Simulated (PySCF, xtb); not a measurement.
Si(I)(OMe) (CH3IOSi), SMILES CO[Si]I (connectivity only; charge and spin as stated), neutral, multiplicity 1.

Coordinates come from a PBE0-D3(BJ)/def2-SVP optimisation. The def2 effective core potentials stand for the cores of I; spin–orbit coupling is left out. Other conformers were not sampled.

Computed with IEF-PCM-B3LYP/def2-SVP (PySCF).

The values are the electrostatic part of the solvation free energy, E(continuum) − E(gas) at the gas-phase geometry, in a cavity of scaled van der Waals radii (PySCF's table); cavitation and dispersion terms are not included. In vacuum the orbital gap is 4.50 eV. The dipole moment in vacuum is 2.17 D.

Computed values in water (ε = 78.36), acetone (ε = 20.49), dimethylsulfoxide (ε = 46.83):
| solvent | ε | ΔG(elec) (kcal/mol) | dipole (D) | gap (eV) |
|---|---|---|---|---|
| water | 78.36 | -2.3 | 2.84 | 4.65 |
| acetone | 20.49 | -2.2 | 2.80 | 4.64 |
| dimethylsulfoxide | 46.83 | -2.3 | 2.83 | 4.65 |

For comparison, GFN2-xTB/ALPB(water) (xtb, at the GFN2-xTB geometry, all terms of that model) gives -0.6 kcal/mol.
